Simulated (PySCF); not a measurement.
(F2In-mu-H)3.
Bonds: In1–F2, In1–F3, In5–F6, In5–F7, In9–F10, In9–F11. Hydrogens: H4, H12 on In1; H4, H8 on In5; H8, H12 on In9.

Method: PySCF, TDDFT PBE0/def2-SVPD, vertical, gas phase, core orbitals frozen in the response, def2 core potentials past Kr. Isolated species at its PBE0-D3(BJ)/def2-SVP geometry, gas phase. Spin–orbit coupling is left out.

For one non-degenerate pair of states in vacuum, A = 0.6670 f ν̃² s⁻¹ with ν̃ in cm⁻¹, τ = 1/A, |μ|² = 3f / (2ΔE) in atomic units, and the integrated cross-section is ∫σ dE = 109.76 f Mb·eV.

States that coincide in energy are taken one by one. Only emission to the ground state at the vertical energy is counted.

Energies and rates of the computed singlets with f of 0.002 or more:

```
state  ν̃ (cm⁻¹)   A (s⁻¹)
   S3      46540  1.31×10⁷
   S4      46610  5.11×10⁷
   S5      46680  2.87×10⁸
   S6      46710  2.32×10⁸
   S7      46760  1.25×10⁸
   S8      46790  3.69×10⁷
   S9      46850  3.46×10⁷
  S10      46890  2.04×10⁷
```

Task: Go back from the rates to the oscillator strengths and transition dipoles.

Result: f = A / (0.6670 ν̃²), and |μ| follows from f:

| state | f | \|μ\| (D) | τ | main configurations (H = HOMO, L = LUMO) |
| --- | --- | --- | --- | --- |
| S3 | 0.0091 | 0.64 | 76 ns | H-3→L (85%) |
| S4 | 0.035 | 1.27 | 20 ns | H-6→L (72%) |
| S5 | 0.198 | 3.00 | 3.5 ns | H-1/H→L+1 (≥26%), H-1/H→L (≥22%), H-6→L (9%) |
| S6 | 0.159 | 2.69 | 4.3 ns | H-1/H→L+1 (≥20%), H-1/H→L (≥14%), H-5→L (10%) |
| S7 | 0.086 | 1.97 | 8 ns | H-5→L (24%), H-5→L+1 (21%), H-1/H→L+1 (≥16%) |
| S8 | 0.025 | 1.07 | 27 ns | H-8→L (34%), H-8→L+1 (28%), H-4→L+1 (14%) |
| S9 | 0.024 | 1.04 | 29 ns | H-4→L+1 (52%), H-5→L+1 (14%) |
| S10 | 0.014 | 0.79 | 49 ns | H-7→L+1 (57%), H-8→L+1 (15%) |

Task: How much energy does a mole of photons resonant with S5 carry?

Result: 5.787 eV × 96.485 = 558 kJ/mol (133 kcal/mol).

Task: Suppose S3 emitted 0.3 eV lower with the same transition dipole. How would A change?

Result: At fixed |μ|, A goes as the cube of the energy: (5.47/5.77)³ = 0.85, which makes τ about 90 ns.

Task: What is the integrated cross-section of all computed states together?

Result: Σf = 0.552 over S1 to S10, so 109.76 × Σf ≈ 60.6 Mb·eV.

The run took 17 min of wall time (grids of density and orbitals included) on an Intel Xeon at 2.50 GHz with one thread, shared host with 64 logical CPUs at a one-minute load of 63, and the process peaked at 1.5 GiB of memory.
